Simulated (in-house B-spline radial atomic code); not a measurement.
A run on Dy (an excited or competing configuration) that did not converge. Method: scalar-relativistic (X2C) CAM-B3LYP, spin-polarised, spherical fractional occupations, Fermi nucleus of rms radius 5.2218 fm; computed with a B-spline radial code for spherical atoms.

Command:
```bash
python run_scf.py task.json out
```
Settings (nuclear radius in fm, mass in u):
```
Z                66
configuration    [Xe] 4f11 6s1
hamiltonian      x2c
method           camb3lyp
spin_polarised   True
nucleus          fermi
rms_radius       5.2218
atomic_mass      163.92918
speed_of_light   137.035999084
```

First and last ten iterations of the last attempt (damped for 15 steps, keeping 80 % of the old Fock matrix, then DIIS):
```
 iter        energy (Eh)    residual
    1      -12101.494934    7.77e-01
    2      -12104.819979    1.44e+00
    3      -12130.489423    9.28e-01
    4      -12144.438227    5.67e-01
    5      -12151.460140    3.68e-01
    6      -12154.692474    2.42e-01
    7      -12156.051592    1.58e-01
    8      -12156.593769    9.93e-02
    9      -12156.822035    7.13e-02
   10      -12156.935030    5.48e-02
  111      -12151.624461    1.98e-01
  112      -12151.642680    1.97e-01
  113      -12151.594184    1.99e-01
  114      -12151.661854    1.98e-01
  115      -12151.671393    1.97e-01
  116      -12156.732467    7.30e-02
  117      -12156.549192    9.19e-02
  118      -12099.709771    6.40e-01
  119      -12099.670012    6.41e-01
  120      -12099.715420    6.40e-01
 not converged after 120 iterations
```

The smallest residual met was 2.4e-02; the threshold is about 7e-07. No energy from this run should be used. Time taken, with all properties: 44 s on 1 thread of Arm Neoverse V1, with other jobs on the host.
